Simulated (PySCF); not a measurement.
Delta-SCF ions had no search for a lower state. Excitations are Tamm–Dancoff values on a coarser integration grid. The basis has no diffuse functions, so Rydberg states are missing or too high.

## C3H4O, SMILES `C1C(=O)C1` (charge 0, multiplicity 1)

Level of theory: PBE-D3(BJ)/def2-TZVP (PySCF).

The HOMO is -5.53 eV, the dipole moment is 2.83 D and the HOMO–LUMO gap is 3.36 eV. The LUMO is -2.17 eV. The S1 excitation (TDA) is 3.61 eV, the S1 oscillator strength comes out as 0.000 and the T1 excitation (TDA) comes out as 3.01 eV. The S1–T1 gap (TDA) is 0.61 eV. The vertical ionisation energy (Delta-SCF) is 9.27 eV. The total energy is -191.7339 Ha and the cost is about 70 core-seconds (a rough figure).

Bond lengths (Å): O1–C2 1.204, C2–C3 1.472, C2–C4 1.472, C3–C4 1.573, C3–H5 1.093, C3–H6 1.093, C4–H7 1.093, C4–H8 1.093. Bond angles (°): O1–C2–C3 147.7, O1–C2–C4 147.7, C3–C2–C4 64.6, C2–C3–C4 57.7, C2–C3–H5 118.9, C2–C3–H6 118.9, C4–C3–H5 117.7, C4–C3–H6 117.7, H5–C3–H6 114.4, C2–C4–C3 57.7, C2–C4–H7 118.9, C2–C4–H8 118.9, C3–C4–H7 117.7, C3–C4–H8 117.7, H7–C4–H8 114.4.
Charge 0, spin multiplicity 1.
